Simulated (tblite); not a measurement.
Species: C₅H₇FOSi.
Atom-mapped SMILES: `[F:1][C:2]1=[CH:3][C@@H:4]([O:5][SiH3:6])[CH:7]=[CH:8]1` (hydrogens: H9 on C3; H10 on C4; H11, H12, H13 on Si6; H14 on C7; H15 on C8)

Computed with GFN2-xTB (tblite), gas phase: L-BFGS steps from a force-field or distance-geometry start until the largest atomic force falls under 0.01 eV/Å.

Step 53: E = -675.1059 eV
```
atom  x, y, z in Å  |  force x, y, z in eV/Å
F1     -3.4043    0.9154    0.8899   -0.036   0.006  -0.021
C2     -2.2091    0.4925    0.4658   -0.005   0.000   0.041
C3     -1.0524    1.1492    0.5733    0.008  -0.012   0.021
C4      0.0151    0.3050   -0.0706    0.015  -0.005  -0.005
O5      1.1137    0.0957    0.7504    0.003   0.000   0.019
Si6     2.6717   -0.1681    0.3886   -0.002  -0.003   0.007
C7     -0.7380   -0.9423   -0.4685   -0.004  -0.003   0.011
C8     -2.0335   -0.7976   -0.1799   -0.011   0.025  -0.029
H9     -0.8603    2.0989    1.0297    0.000   0.016  -0.012
H10     0.3321    0.8067   -1.0015   -0.008   0.018  -0.020
H11     2.8468   -1.4048   -0.3806    0.012   0.007   0.016
H12     3.2112    0.9365   -0.4129   -0.008  -0.012  -0.015
H13     3.1960   -0.2156    1.7417    0.008  -0.021  -0.016
H14    -0.2515   -1.7838   -0.9232    0.012   0.009  -0.004
H15    -2.8417   -1.4798   -0.3666    0.015  -0.025   0.008
```

Step 54: E = -675.1062 eV
```
atom  x, y, z in Å  |  force x, y, z in eV/Å
F1     -3.4043    0.9125    0.8911   -0.031   0.013  -0.020
C2     -2.2083    0.4923    0.4662   -0.014  -0.005   0.042
C3     -1.0518    1.1492    0.5752   -0.002  -0.007   0.018
C4      0.0156    0.3060   -0.0710    0.002   0.017  -0.007
O5      1.1136    0.0953    0.7499    0.000   0.001   0.019
Si6     2.6713   -0.1702    0.3896    0.000   0.014  -0.026
C7     -0.7376   -0.9404   -0.4706    0.004  -0.002   0.010
C8     -2.0330   -0.7970   -0.1816   -0.006   0.025  -0.020
H9     -0.8600    2.0992    1.0320   -0.002   0.001  -0.016
H10     0.3307    0.8106   -1.0015    0.000   0.009  -0.007
H11     2.8466   -1.4108   -0.3732    0.014   0.008   0.015
H12     3.2068    0.9325   -0.4190   -0.008  -0.027  -0.005
H13     3.1961   -0.2105    1.7417    0.015  -0.021   0.001
H14    -0.2495   -1.7800   -0.9261    0.012  -0.006  -0.011
H15    -2.8405   -1.4806   -0.3672    0.017  -0.017   0.005
```

Step 55: E = -675.1064 eV
```
atom  x, y, z in Å  |  force x, y, z in eV/Å
F1     -3.4049    0.9088    0.8941   -0.017   0.015  -0.019
C2     -2.2079    0.4914    0.4684   -0.020  -0.009   0.030
C3     -1.0515    1.1485    0.5782   -0.012   0.000   0.013
C4      0.0159    0.3075   -0.0716   -0.012   0.031  -0.002
O5      1.1136    0.0959    0.7493   -0.003   0.003   0.011
Si6     2.6710   -0.1723    0.3904    0.009   0.020  -0.039
C7     -0.7372   -0.9381   -0.4736    0.009   0.003   0.004
C8     -2.0327   -0.7957   -0.1845    0.003   0.015  -0.004
H9     -0.8600    2.0985    1.0359   -0.004  -0.012  -0.017
H10     0.3292    0.8154   -1.0017    0.004  -0.001   0.011
H11     2.8467   -1.4200   -0.3615    0.013   0.017   0.019
H12     3.2037    0.9252   -0.4291   -0.011  -0.043   0.006
H13     3.1965   -0.2008    1.7428    0.015  -0.021  -0.004
H14    -0.2477   -1.7753   -0.9319    0.007  -0.010  -0.011
H15    -2.8390   -1.4811   -0.3696    0.018  -0.007   0.003
```

Step 56: E = -675.1066 eV
```
atom  x, y, z in Å  |  force x, y, z in eV/Å
F1     -3.4062    0.9088    0.8913   -0.006   0.017  -0.012
C2     -2.2078    0.4916    0.4693   -0.021  -0.010   0.007
C3     -1.0511    1.1486    0.5793   -0.024   0.005   0.008
C4      0.0164    0.3082   -0.0717   -0.024   0.033   0.005
O5      1.1133    0.0948    0.7498   -0.007   0.009   0.003
Si6     2.6707   -0.1731    0.3907   -0.009   0.026  -0.046
C7     -0.7368   -0.9374   -0.4735    0.012   0.010  -0.003
C8     -2.0325   -0.7946   -0.1855    0.011  -0.004   0.018
H9     -0.8600    2.0999    1.0348   -0.004  -0.017  -0.013
H10     0.3276    0.8177   -1.0021    0.013  -0.010   0.028
H11     2.8474   -1.4196   -0.3598    0.015  -0.008   0.000
H12     3.1993    0.9245   -0.4287    0.003  -0.025  -0.007
H13     3.1984   -0.2043    1.7404    0.023  -0.017   0.028
H14    -0.2458   -1.7742   -0.9311    0.002  -0.013  -0.013
H15    -2.8372   -1.4830   -0.3674    0.016   0.005  -0.003
```

Q: Estimate the geometry and energy of step 57. (The exact step hangs on the optimiser's Hessian estimate; all steps are aligned on step 56, rigid shifts and turns removed.)

A: E = -675.1068 eV, largest force 0.038 eV/Å
```
atom  x, y, z in Å  |  force x, y, z in eV/Å
F1     -3.4068    0.9042    0.8972    0.003   0.012  -0.011
C2     -2.2080    0.4897    0.4728   -0.019  -0.010  -0.011
C3     -1.0519    1.1476    0.5830   -0.026   0.005   0.002
C4      0.0160    0.3110   -0.0725   -0.024   0.022   0.012
O5      1.1133    0.0968    0.7486   -0.005   0.013  -0.007
Si6     2.6704   -0.1747    0.3911    0.005   0.011  -0.020
C7     -0.7361   -0.9342   -0.4783    0.010   0.012  -0.007
C8     -2.0319   -0.7930   -0.1892    0.016  -0.015   0.030
H9     -0.8607    2.0974    1.0413   -0.004  -0.014  -0.009
H10     0.3263    0.8233   -1.0019    0.014  -0.009   0.034
H11     2.8477   -1.4322   -0.3425    0.011   0.008   0.008
H12     3.1986    0.9119   -0.4436   -0.001  -0.029  -0.001
H13     3.1994   -0.1883    1.7429    0.010  -0.016  -0.010
H14    -0.2453   -1.7690   -0.9405   -0.004   0.000  -0.006
H15    -2.8354   -1.4826   -0.3726    0.013   0.009  -0.005
```

The energy changes by -0.0002 eV. The first-order estimate −F·Δx gives -0.0003 eV and the mean of the old and new forces, exact on a quadratic surface, -0.0002 eV. The step makes an angle of 85° with the force vector and moves no atom by more than 0.021 Å.

The cost below is that of the whole relaxation. On an Arm Neoverse N1 with one thread, no GPU, on a shared host, this took 1.4 s.
